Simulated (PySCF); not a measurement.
Spectra and structures to be paired. The calculation used TDDFT wB97X-D/def2-SVPD, vertical, gas phase, core orbitals frozen in the response (PySCF 2.14.0, density-fitted response routines). Geometries: PBE0-D3(BJ)/def2-SVP; one conformer of each isolated species. Triplets are in the Tamm–Dancoff approximation. Relativistic effects are left out although some hold elements past zinc.

A. `O->[Si](<-O)(Cl)(Cl)(Cl)Cl`
B. `[C@H]1(N(C)C)CC[SiH2][SiH2]1`
C. `[BH3-][N+](C)(C)CC(F)F`
D. `COC1=CC(=O)C=CC1=O`
E. `CCC[P@](C)(=[Se])C(F)(F)F`

Lowest singlet levels (six at most, fewer where fewer were computed) with oscillator strengths:

1. 5.21 eV (f 0.017); 5.31 eV (f 0.018); 5.61 eV (f 0.007); 5.94 eV (f 0.013); 6.15 eV (f 0.004); 6.42 eV (f 0.076); T1 4.67 eV
2. 5.77 eV (f 0.000); 6.70 eV (f 0.048); 6.74 eV (f 0.051); 6.78 eV (f 0.001); 6.93 eV (f 0.001); 7.10 eV (f 0.000); T1 5.46 eV
3. 2.96 eV (f 0.000); 3.17 eV (f 0.001); 3.21 eV (f 0.042); 5.03 eV (f 0.287); 6.18 eV (f 0.000); 6.33 eV (f 0.124); T1 2.20 eV
4. 7.98 eV (f 0.072); 8.06 eV (f 0.071); 8.44 eV (f 0.008); 8.52 eV (f 0.017); 9.15 eV (f 0.004); 9.19 eV (f 0.034); T1 7.86 eV
5. 5.54 eV (f 0.010); 5.88 eV (f 0.015); 6.16 eV (f 0.043); 6.39 eV (f 0.024); 6.68 eV (f 0.026); 6.76 eV (f 0.017); T1 5.40 eV

Question: Which spectrum belongs to which structure?

Answer: 1 = E, 2 = A, 3 = D, 4 = C, 5 = B.
- A: S1 at 5.77 eV, HOMO→LUMO (70%), HOMO→LUMO+1 (27%); Löwdin shares by element: HOMO chlorine 100%; LUMO chlorine 34% or more, silicon 26% (atoms not listed hold the other 40%); HOMO -9.60 and LUMO 0.58 eV; point group C2, 2 of its 6 listed states under f = 0.0005.
- B: S1 at 5.54 eV, HOMO→LUMO (63%), HOMO→LUMO+1 (23%); Löwdin shares by element: HOMO nitrogen 50%, carbon 22% or more (atoms not listed hold the other 28%); LUMO silicon 38%, carbon 15% or more (atoms not listed hold the other 47%); HOMO -7.70 and LUMO 1.78 eV.
- C: S1 at 7.98 eV, HOMO→LUMO (39%), HOMO-1→LUMO (38%); Löwdin shares by element: HOMO hydrogen 43% or more, boron 40%, nitrogen 4%; LUMO carbon 22% or more, boron 17%, hydrogen 9% or more (atoms not listed hold the other 52%); HOMO -9.90 and LUMO 1.91 eV.
- D: S1 at 2.96 eV, HOMO-1→LUMO (91%); Löwdin shares by element: HOMO carbon 45% or more, oxygen 32% or more (atoms not listed hold the other 23%); LUMO oxygen 35% or more, carbon 27% or more (atoms not listed hold the other 38%); HOMO -9.24 and LUMO -1.88 eV; point group Cs, 2 of its 6 listed states under f = 0.0005.
- E: S1 at 5.21 eV, HOMO→LUMO (72%), HOMO→LUMO+1 (17%); Löwdin shares by element: HOMO selenium 76%, phosphorus 13%; LUMO selenium 55%, phosphorus 13%, carbon 10% or more (atoms not listed hold the other 22%); HOMO -8.19 and LUMO 1.68 eV.
